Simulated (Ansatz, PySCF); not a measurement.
Molecule: C5H11O, net charge 0, doublet state. SMILES: OCCC(C)[CH2]
Geometry: optimised at B3LYP-D3(BJ)/def2-TZVP (Ansatz, an electronic-structure program).

Quantity: size of the dipole moment, in D. Set-up: UHF or UKS for open shells; non-relativistic; 6-311+G** with 5d; 6-31G* and kin with 6d, 5d where marked; LANL2DZ all-electron up to Ne; spin-orbit terms left out; no dispersion term unless named. First-principles rows: single points at B3LYP-D3(BJ) geometries (Ansatz).

```json
[
 {"level": "PBE/STO-3G", "program": "Ansatz", "size of the dipole moment (D)": "1.34"},
 {"level": "PBE/LANL2DZ", "program": "Ansatz", "size of the dipole moment (D)": "2.11"},
 {"level": "PBE/6-311+G**", "program": "Ansatz", "size of the dipole moment (D)": "1.84"},
 {"level": "BP86/def2-SVP", "program": "PySCF", "size of the dipole moment (D)": "1.65"},
 {"level": "BP86/6-31G* (5d)", "program": "PySCF", "size of the dipole moment (D)": "1.62"},
 {"level": "B3LYP/6-31G*", "program": "Ansatz", "size of the dipole moment (D)": "1.65"},
 {"level": "B3LYP/6-31+G*", "program": "Ansatz", "size of the dipole moment (D)": "1.93"}
]
```

No value to compare with is used here. The 7 habitual levels span 1.34 (PBE/STO-3G) to 2.11 D (PBE/LANL2DZ).

The levels are drawn from those run, B3LYP/6-31G* more often than the rest, none by its result; left out are runs that failed, that the program found above a lower state of the same kind, or whose <S^2> lies over 0.5 above the pure value.
